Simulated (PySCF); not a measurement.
Two species compared at the same levels of theory.

First species: C8H7N.
SMILES: `C=C=Cc1ccccn1`

Second species: C8H7N.
Geometry (PBE0-D3(BJ)/def2-SVP, Å), atoms numbered from 1 in this order:
```
atom  x, y, z in Å
C1    -1.7990    2.4247    1.0356
C2    -0.9611    1.6103    0.6948
C3     0.0423    0.7014    0.2976
C4    -0.0303   -0.6726    0.2559
N5    -1.0820   -1.4868    0.6231
C6    -2.2604   -1.2467    0.2225
C7     1.2697   -1.2091   -0.1414
C8     2.1245   -0.1896   -0.3612
C9     1.4371    1.1076   -0.0897
H10   -2.5457    3.1354    1.3364
H11   -3.0886   -1.8695    0.5877
H12   -2.5033   -0.4390   -0.4908
H13    1.4705   -2.2765   -0.2367
H14    3.1644   -0.2724   -0.6785
H15    1.9360    1.6777    0.7153
H16    1.4312    1.7730   -0.9722
```

Levels: B3LYP/def2-SVPD for dipole moment, HOMO energy, LUMO energy, HOMO–LUMO gap, static isotropic polarisability and electronic spatial extent ⟨r²⟩ about the centre of nuclear charge; TDDFT B3LYP/def2-SVPD for lowest singlet excitation; PBE0-D3(BJ)/def2-SVP for rotational constant A and rotational constant C. Geometries: PBE0-D3(BJ)/def2-SVP. Each structure is a single optimised conformer of the isolated species, non-relativistic unless stated; the electronic structure was computed with PySCF and density fitting.

The conformers computed, where there is a choice (atom-mapped SMILES and torsion angles):
- `[CH2:1]=[C:2]=[CH:3][c:4]1[cH:5][cH:6][cH:7][cH:8][n:9]1`: C2–C3–C4–C5 0°
- `[CH:1]#[C:2][C:3]1=[C:4]([N:5]=[CH2:6])[CH:7]=[CH:8][CH2:9]1`: C3–C4–N5–C6 48°

Values for the first species:

| Item | Value |
| --- | --- |
| Dipole moment | 2.12 D |
| HOMO energy | -6.61 eV |
| LUMO energy | -1.44 eV |
| HOMO–LUMO gap | 5.17 eV |
| Lowest singlet excitation | 4.53 eV |
| Static isotropic polarisability | 109.1 au |
| Electronic spatial extent ⟨r²⟩ about the centre of nuclear charge | 1330 bohr² |
| Rotational constant A | 4.727 GHz |
| Rotational constant C | 0.842 GHz |

**Question.** Estimate the same properties for the second species, and the change in each.

**Answer.** 
| property | first | second | second less first |
| --- | --- | --- | --- |
| dipole moment | 2.12 D | 1.29 D | -0.83 D |
| HOMO energy | -6.61 eV | -5.83 eV | +0.78 eV |
| LUMO energy | -1.44 eV | -1.82 eV | -0.38 eV |
| HOMO–LUMO gap | 5.17 eV | 4.01 eV | -1.16 eV |
| lowest singlet excitation | 4.53 eV | 3.50 eV | -1.03 eV |
| static isotropic polarisability | 109.1 au | 106.7 au | -2.4 au |
| electronic spatial extent ⟨r²⟩ about the centre of nuclear charge | 1330 bohr² | 1141 bohr² | -189 bohr² |
| rotational constant A | 4.727 GHz | 2.286 GHz | -2.441 GHz |
| rotational constant C | 0.842 GHz | 1.010 GHz | +0.168 GHz |

On the first: The 10 singlets span 4.53 to 6.29 eV, and their oscillator strengths add up to 0.64. The polarisability is 16.17 Å³ as a volume (1 au = 0.148185 Å³), or 1.76 au for each of the 62 electrons.

On the second: No computed singlet falls in the visible range (750 to 380 nm, 1.65 to 3.26 eV); S1 lies 0.24 eV above its blue end. In atomic units the dipole is 0.51 e·bohr (1 au = 2.5417 D).
